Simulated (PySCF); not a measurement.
## HgI at r²SCAN0

Computed with r²SCAN0; basis Hg def2-SVP with ECP60, I def2-SVP with ECP28; scalar-relativistic core potentials; PySCF 2.14.

```
state                                           : ²Σ⁺ (doublet), unpaired electrons σ ↑
bond length                                     : 2.798 Å
harmonic wavenumber                             : 119 cm⁻¹
force constant                                  : 0.646 mdyn/Å
rotational constant Be                          : 0.02764 cm⁻¹
anharmonicity ωexe                              : 0.739 cm⁻¹
vibration–rotation constant αe                  : 0.000156 cm⁻¹
well depth De to Hg + I                         : 56 kJ/mol
dissociation energy D0                          : 55 kJ/mol
bond order (Mayer)                              : 0.81
dipole moment (positive dipole means Hg(−)I(+)) : -2.48 D
```

These are scalar-relativistic numbers at best; spin–orbit coupling would shift them, the dissociation energy most. The state is the lowest determinant that a PBE0 search found; another state may lie lower at other levels.
